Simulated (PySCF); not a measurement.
Structure from NMR data

An unknown has the formula C4H5F3O2. Its calculated NMR data are:

1H NMR (400 MHz, computed): δ 4.24 (q, J = 7.9 Hz, 2H), 1.33 (t, J = 7.9 Hz, 3H).

13C{1H} NMR (computed): δ 163.6 (C, q, J = 47.2 Hz), 119.4 (C, q, J = 353.4 Hz), 63.4 (CH2), 14.9 (CH3).

How the numbers were obtained: coordinates at the PBE0-D3(BJ)/def2-SVP level, σ from GIAO-PBE0/pcSseg-1, spin–spin couplings from B3LYP/pcJ-1 (spin–dipole term only in couplings to heteroatoms), in PySCF 2.14 (isolated molecule, a single conformation, fast rotation and ring inversion assumed for equivalent nuclei, relativity neglected).

Shifts are taken against calculated references (same method and geometry level): 1H and 13C vs TMS.

Propose a structure and justify it.

Results:


The formula gives 1 degree of unsaturation (no ring in the answer). 4 carbon signals for 4 carbons: no two carbons are equivalent. Carbon types of the structure: 2 × C, 1 × CH2, 1 × CH3, which accounts for all hydrogens. δC 163.6: ester carbonyl carbon; it is a carbonyl in resonance with an O or N lone pair, the region of acids, esters and amides. δC 119.4: CF3 carbon; 3 electronegative neighbours deshield it. δC 63.4: sp3 CH2 bonded to O; pulled downfield by the heteroatom. δC 14.9: methyl carbon; saturated and bonded to C and H only. δH 4.24: hydrogen on an sp3 CH2 bonded to O; its carbon carries O, which withdraws density. δH 1.33: hydrogen on a methyl carbon. The protons at 1.33 and 4.24 share a coupling of 7.9 Hz (vicinal).

Structure: SMILES CCOC(=O)C(F)(F)F.

The shifts were computed for this structure.

C–F couplings over four or more bonds (about 3 Hz to the para carbon of a fluoroarene) are left out. Common functionals overestimate the size of one-bond C–F couplings by tens of Hz; these are unscaled. Multiplet labels drop couplings under 1 Hz and merge nearly equal ones. Unscaled 3J(H,H) at this level run about 10 % above measured values. Shifts are as computed. Against solution values, carbons near 30 ppm lie about +2 ppm off and those near 130 ppm about +5 ppm. Of 1211 compounds with measured shifts, 218 miss one by over three times the rms of a fit or turn the order of signals round; such compounds aren't used in these exercises.
